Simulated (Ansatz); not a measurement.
Pulling on the B1–H2 bond in BBrH2 (SMILES BBr) (multiplicity 1 held, fragments rigid). Energies count from the point at 1.183 Å.
Geometry at that point (charge 0, multiplicity 1):
```xyz
4

B     -0.84897    -1.29115     0.21121
H     -0.47172    -2.07375     1.01486
H     -1.82647    -1.42146    -0.44310
Br     0.18694     0.28431    -0.04651
```

Active spaces are followed from a long bond inwards.

Cores are frozen in the correlated methods. Filled d and f shells under p-block atoms count as core.

Codes used: Ansatz (a quantum-chemistry and plane-wave program) with Gaussian orbitals. Each number belongs to the level named beside it.

### Question
What is the computed energy at R = 3.787 Å (FIC-MRCISD on CASSCF(2,2)/cc-pVDZ)?

### Answer
434 kJ/mol
